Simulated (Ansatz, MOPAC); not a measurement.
Species: BBr2, net charge 0, doublet state. SMILES: Br[B]Br

Atoms: B1, Br2, Br3. Bonds: B1-Br2, B1-Br3.

Bond lengths (Å) and angles (degrees) optimised at PM3 with MOPAC; MNDO with MOPAC; HF/6-31G* with LANL2DZ past Ar with Ansatz (a first-principles code), each started from the B3LYP-D3(BJ)/def2-TZVP structure (Ansatz) of the last column. A row stands for all coordinates that are equal there. 6-31G* holds six Cartesian d functions. No wavenumbers were computed at MNDO, so these may be saddle points.

```csv
coordinate,PM3,MNDO,HF/6-31G* with LANL2DZ past Ar,B3LYP-D3(BJ)/def2-TZVP
B1-Br2,1.737,1.821,1.913,1.889
Br2-B1-Br3,141.1,155.3,125.9,126.6
```

Mean signed difference of all 2 bond lengths from B3LYP-D3(BJ)/def2-TZVP: PM3 -0.152 Å, MNDO -0.068 Å, HF/6-31G* with LANL2DZ past Ar 0.024 Å.
